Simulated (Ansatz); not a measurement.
Reaction (ligand exchange at the Si–C bond): `C/C([SiH3])=N\[SiH3]` + `NC[SiH2]S` → `NC[SiH2]S[SiH3]` + `C/C=N\[SiH3]`

Isolated molecules relaxed with PBE0-D4/def2-TZVP in Ansatz; ΔE leaves out vibrations. CCSD(T)/CBS is the MP2 limit (def2-TZVPP, def2-QZVPP) plus CCSD(T) − MP2 in def2-TZVPP, frozen cores. Double bonds are as drawn, so ΔE can hold a change between cis and trans. DFT in def2-TZVPP. B3LYP here is the variant with VWN-RPA as its local correlation; programs differ in this. One conformer a species, not always the lowest.

`C/C([SiH3])=N\[SiH3]`:

```xyz
14

C    -0.035   -1.531   -0.227
C     0.373   -0.094   -0.085
Si    2.199    0.412   -0.328
N    -0.388    0.877    0.197
Si   -2.083    1.028    0.525
H     0.222   -1.894   -1.228
H    -1.102   -1.677   -0.055
H     0.532   -2.150    0.476
H     3.048   -0.749   -0.719
H     2.705    0.970    0.951
H     2.265    1.445   -1.391
H    -2.204    1.617    1.882
H    -2.630    1.970   -0.482
H    -2.901   -0.223    0.484
```

`NC[SiH2]S`:

Cartesian coordinates in Å:
```
N 0.900 1.544 -0.350
C -0.290 0.761 -0.040
Si 0.104 -1.055 -0.330
S -1.495 -2.341 0.286
H 0.708 2.537 -0.326
H 1.638 1.363 0.317
H -1.088 1.027 -0.741
H -0.704 0.909 0.970
H 1.357 -1.390 0.402
H 0.280 -1.344 -1.773
H -1.409 -2.012 1.586
```

`NC[SiH2]S[SiH3]`:

```xyz
14

N    -2.401    0.134    0.210
C    -1.388   -0.526   -0.613
Si    0.110   -1.138    0.354
S     0.952    0.486    1.481
Si    2.177    1.282   -0.075
H    -2.786   -0.511    0.889
H    -1.983    0.894    0.735
H    -1.848   -1.369   -1.139
H    -1.062    0.165   -1.397
H     1.165   -1.724   -0.522
H    -0.320   -2.138    1.367
H     2.614    2.628    0.367
H     1.409    1.397   -1.343
H     3.361    0.419   -0.314
```

`C/C=N\[SiH3]`:

Z-matrix (Å, degrees):
```
C
C 1 1.495
H 1 1.095 2 109.6
H 1 1.095 2 109.6 3 116.4
H 1 1.090 2 112.5 3 -121.8
N 2 1.258 1 128.7 3 121.7
H 2 1.101 1 113.8 3 -58.3
Si 6 1.729 2 132.5 1 0.0
H 8 1.484 6 107.0 2 -121.3
H 8 1.495 6 116.9 2 -0.0
H 8 1.484 6 107.1 2 121.2
```

Task: Is it downhill or uphill in electronic energy at CCSD(T)/CBS, and by how much? (Best estimate.)

Result: The calculation gave: Downhill: ΔE = -79.7 kJ/mol.

Task: What do these levels give: PBE-D4, B2PLYP, PBE, B3LYP, SCS-MP2/def2-TZVPP, SCS-MP2/def2-QZVPP? (Best estimate.)

Result: Ansatz gave: PBE-D4 -81.0, B2PLYP -77.0, PBE -78.7, B3LYP -74.1, SCS-MP2/def2-TZVPP -78.9, SCS-MP2/def2-QZVPP -80.2 kJ/mol.

Largest T1 diagnostic among the species: 0.013.

From PBE to PBE0 (25 % exact exchange), in def2-TZVPP and without D4, ΔE moves by −3.0 kJ/mol. The D4 term adds −3.7 kJ/mol with B3LYP and −2.0 kJ/mol with PBE0; it sums over pairs of atoms, weighted by their polarisabilities, and B3LYP, whose exchange is more repulsive, gets the larger term.
